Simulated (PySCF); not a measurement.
## How methods differ on the excitation energy of Cl⁺

Cl⁺ [Ne] 3s2 3p4 (3P) → Cl⁺ [Ne] 3s1 3p5 (3P), as a difference of total energies. All numbers are calculated (PySCF 2.14, no relativity, point nucleus, in dyall-av2z). Correlated levels: valence: [Ne] frozen; virtual orbitals above 40 to 60 times the deepest correlated orbital energy dropped. The calculations carry no spin-orbit coupling.

```tsv
method	excitation energy (eV)	error (eV)
UHF	14.282	+2.709
LDA	12.241	+0.668
PBE	12.307	+0.734
PBE0	12.835	+1.262
r2SCAN	12.583	+1.010
BP86	12.279	+0.706
r2SCANh	12.741	+1.168
revPBE	12.279	+0.706
B3LYP	12.705	+1.132
MP2 (valence)	13.014	+1.441
SCS-MP2 (valence)	12.842	+1.269
```

Reference: 11.573 eV (measured; NIST levels, between the centres of gravity of the two terms).

Errors of the correlated levels include the incompleteness of this basis and the frozen core.
